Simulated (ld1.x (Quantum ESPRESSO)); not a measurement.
**Before and after: TM potential for ruthenium (Ru)**

* Element: Ru (Z = 44)
* Generator: ld1.x (Quantum ESPRESSO) 7.5
* Type: norm-conserving Troullier–Martins (Kleinman–Bylander form)
* Functional: LDA (PZ)
* Relativity: fully relativistic
* Frozen core: [Kr]
* Valence charge: 8
* Reference configuration: 4d8 5s0 5p0
* Partial waves: 5p (bound, empty): rc 2.95 bohr; 4d (bound): rc 1.45 bohr; 5s (bound, empty): rc 2.55 bohr
* Local potential: the s channel
* Core correction: Bessel-smoothed model core inside 0.75 bohr

Open shells are filled in proportion to 2j + 1 (rel_dist='average').

All-electron outer shells of the reference configuration (LDA (PZ), scalar-relativistic, ld1.x):

| shell | level (eV) | outermost node (bohr) | outermost maximum (bohr) |
| --- | --- | --- | --- |
| 4s | -73.72 | 0.48 | 0.91 |
| 4p | -43.91 | 0.49 | 0.98 |
| 5s | -3.69 | 1.24 | 2.80 |
| 4d | -3.39 | 0.48 | 1.23 |
| 5p | -0.60 | 1.42 | 4.17 |

Change: all radii but the core radius scaled by about 1.08 (s 2.76, p 3.20, d 1.58 bohr).

Cutoffs: the cutoffs (Ry, on a coarse ladder) from which the occupation-weighted sum of valence levels, in a spherical-Bessel basis at the reference potential, stays within 10 and 1 mRy of its value at 400 Ry; they do not see the model core or the augmentation charge, which bear on the density cutoff. Errors are all-electron minus pseudo energies relative to the spin-unpolarised reference configuration.

Problem. How do hardness, ghosts and transferability respond?

Solution. The potential gets neither clearly harder nor softer (55 Ry and 70 Ry → 55 Ry and 70 Ry); the number of tests with a reliable result goes from 7 to 6; the errors of the 6 common tests hardly move; neither file shows a bound ghost.

| quantity | base | changed |
| --- | --- | --- |
| cutoff, loose | 55 Ry | 55 Ry |
| cutoff, tight | 70 Ry | 70 Ry |
| bound ghosts | none | none |
| tests with a reliable result | 7 of 7 | 6 of 7 |
| error for 4d7 5s1 5p0, meV [ΔE 0.27 eV] | -79 | -77 |
| error for 4d6 5s0 5p0, meV [ΔE 26.32 eV] | -378 | -376 |
| error for 4d5 5s0 5p0, meV [ΔE 57.17 eV] | -1189 | -1186 |
| error for 4d7 5s0 5p1, meV [ΔE 3.85 eV] | -76 | -76 |
| error for 4d7.5 5s0.5 5p0, meV [ΔE -0.01 eV] | -18 | -17 |
| error for 4d6 5s1 5p0, meV [ΔE 10.59 eV] | -355 | -346 |
